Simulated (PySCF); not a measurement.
# Frontier levels across methods

C4H6BN.
Structure used (PBE0-D3(BJ)/def2-SVP), in Å, numbered top down from 1:
```xyz
12
C4H6BN angstrom
C      2.3817   -1.0644    0.5088
C      1.3041   -0.7083    0.0675
B     -0.0940   -0.2608   -0.4923
C     -1.3802   -0.7452    0.3612
N     -0.0763    1.3119   -0.4637
C     -0.0765    2.4581   -0.4440
H      3.3281   -1.3972    0.8937
H     -0.2049   -0.4865   -1.6954
H     -2.3284   -0.3551   -0.0422
H     -1.3128   -0.4735    1.4268
H     -1.4277   -1.8440    0.3076
H     -0.0709    3.5380   -0.4353
```

Basis pcSseg-2 throughout (PySCF), one geometry. Geometry: PBE0-D3(BJ)/def2-SVP; no solvent, vibrations or thermal averaging.

Q: How do the orbital energies, the gap and the dipole change with the method?

A: 
| method | kind | HOMO (eV) | LUMO (eV) | gap (eV) | μ (D) | SCF cycles |
| --- | --- | --- | --- | --- | --- | --- |
| BLYP | GGA | -5.56 | -2.35 | 3.21 | 5.69 | 18 |
| B97-D | GGA | -5.65 | -2.37 | 3.27 | 5.72 | 17 |
| OPBE | GGA | -5.67 | -2.34 | 3.33 | 5.62 | 17 |
| KT2 | GGA | -5.71 | -2.38 | 3.32 | 5.67 | 17 |
| KT3 | GGA | -5.71 | -2.42 | 3.29 | 5.69 | 18 |
| PBE | GGA | -5.71 | -2.44 | 3.27 | 5.63 | 18 |
| BP86 | GGA | -5.79 | -2.51 | 3.29 | 5.66 | 17 |
| LDA | LDA | -5.88 | -2.64 | 3.24 | 5.57 | 17 |
| B97-2 | global hybrid | -6.57 | -1.50 | 5.07 | 6.03 | 16 |
| B3LYP | global hybrid | -6.61 | -1.71 | 4.90 | 6.03 | 15 |
| PBE0 | global hybrid | -6.82 | -1.43 | 5.40 | 6.05 | 16 |
| mPW1PW91 | global hybrid | -6.84 | -1.45 | 5.38 | 6.07 | 15 |
| BHandHLYP | global hybrid | -7.83 | -0.37 | 7.46 | 6.44 | 13 |
| CAM-B3LYP | range-separated hybrid | -8.14 | -0.34 | 7.80 | 6.29 | 14 |
| wB97X-D | range-separated hybrid | -8.64 | 0.38 | 9.02 | 6.27 | 15 |
| HF | Hartree–Fock | -9.38 | 1.78 | 11.16 | 6.94 | 12 |
| LC-wPBE | range-separated hybrid | -9.50 | 0.89 | 10.39 | 6.41 | 13 |

The HOMO spans 3.94 eV, from BLYP down to LC-wPBE, and the gap runs from 3.21 eV (BLYP) to 11.16 eV (HF). Over the methods BLYP (0 %), B97-D (0 %), OPBE (0 %), KT2 (0 %), KT3 (0 %), PBE (0 %), BP86 (0 %), LDA (0 %), B97-2 (21 %), B3LYP (20 %), PBE0 (25 %), mPW1PW91 (25 %), BHandHLYP (50 %), HF (100 %), a straight line through the gap against the share of exact exchange rises by 0.80 eV for each 10 % (correlation coefficient 0.999). The dipole ranges from 5.57 D (LDA) to 6.94 D (HF). This basis has no diffuse functions.
